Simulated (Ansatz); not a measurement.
## Telling isomers of CH2BBr apart by their spectra

These gas-phase data were calculated for one isomer of CH2BBr at B3LYP/6-31G* (harmonic, unscaled wavenumbers; equilibrium rotational constants with average atomic masses):

* rotational constants: 42.03, 4.894, 4.383 GHz
* all wavenumbers above 1500 cm⁻¹: 3293, 2891, 1513
* dipole moment: 1.58 D (PBE0/def2-TZVPD)

Candidates:

(1) `B=CBr`, a singlet
(2) `C=BBr`, a singlet

Task: Which structure fits?

Result: Candidate (1). The band at 2891 cm⁻¹ lies where the B–H stretch is expected; (2) has no mode between 2350 and 2900 cm⁻¹.

The same quantities for all candidates:

```tsv
	rotational constants (GHz)	wavenumbers above 1500 cm⁻¹	dipole (D)	E above the lowest, B3LYP/6-31G* (kcal/mol)
(1)	42.03, 4.894, 4.383	3293, 2891, 1513	1.58	31.2
(2)	295.9, 3.37, 3.332	3229, 3162, 1639	0.76	0.0
```

Harmonic stretches to hydrogen usually lie a few per cent above observed fundamentals. Each candidate is one conformer. Programs: Ansatz 0.2.0.
